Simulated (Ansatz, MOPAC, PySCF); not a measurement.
Dimer: BrH3Sn (SMILES [Br][SnH3]) (first 5 atoms) with NH3 (SMILES N); geometry from B3LYP-D3(BJ)/def2-TZVP, rigid monomers moved along the line of their centres of mass till Sn2···N6 is 2.75 Å.
(charge 0, multiplicity 1):
| atom | x (Å) | y (Å) | z (Å) |
|---|---|---|---|
| Br | 2.3333 | -0.3259 | 0.9776 |
| Sn | 0.4383 | 1.0620 | 0.0434 |
| H | 1.1379 | 1.6311 | -1.4228 |
| H | 0.1374 | 2.3863 | 1.0683 |
| H | -0.8834 | 0.0554 | -0.3238 |
| N | -0.4072 | 0.0039 | 2.4350 |
| H | -1.3296 | 0.1799 | 2.8173 |
| H | -0.2952 | -0.9988 | 2.3345 |
| H | 0.2784 | 0.3101 | 3.1162 |

Interaction energies are E(AB) − E(A) − E(B) at the monomers' geometry in the complex; basis-set methods are counterpoise corrected. Rows marked so take none.

Correlated levels freeze the cores. Filled d and f shells under p-block atoms count as core. CBS(a, b) extrapolates the correlation energy as X⁻³ and adds the Hartree–Fock energy of set b. Rows in 3-21G carry no dispersion term and start afresh at each structure; the Pople sets are all-electron and without relativity. The state reached by AM1, PM6 isn't checked.

Run with Ansatz (Gaussian orbitals); MOPAC for AM1, PM6 (differences of heats of formation); PySCF for 3-21G rows, the dispersion terms. Values without a source in brackets are computed. In def2 rows elements past Kr take small-core potentials, without spin–orbit coupling.

| level | interaction energy (kcal/mol) |
|---|---|
| AM1 | -4.25 |
| PM6 | -2.52 |
| HF/def2-TZVPPD | 0.06 |
| r2SCAN-D3(BJ)/def2-TZVPPD | -5.29 |
| B3LYP/3-21G (no counterpoise) | -14.07 |
| B3LYP/def2-TZVPPD | … |
| wB97M-V/def2-TZVPPD | -5.39 |
| CCSD(T)/def2-SVPD | … |
| CCSD(T)/CBS(def2-SVPD, def2-TZVPPD) | -4.32 |

**Question.** Fill in the missing entries.

**Answer.** 
- B3LYP/def2-TZVPPD, interaction energy (kcal/mol): -0.89
- CCSD(T)/def2-SVPD, interaction energy (kcal/mol): -2.78

Ansatz is a first-principles code.
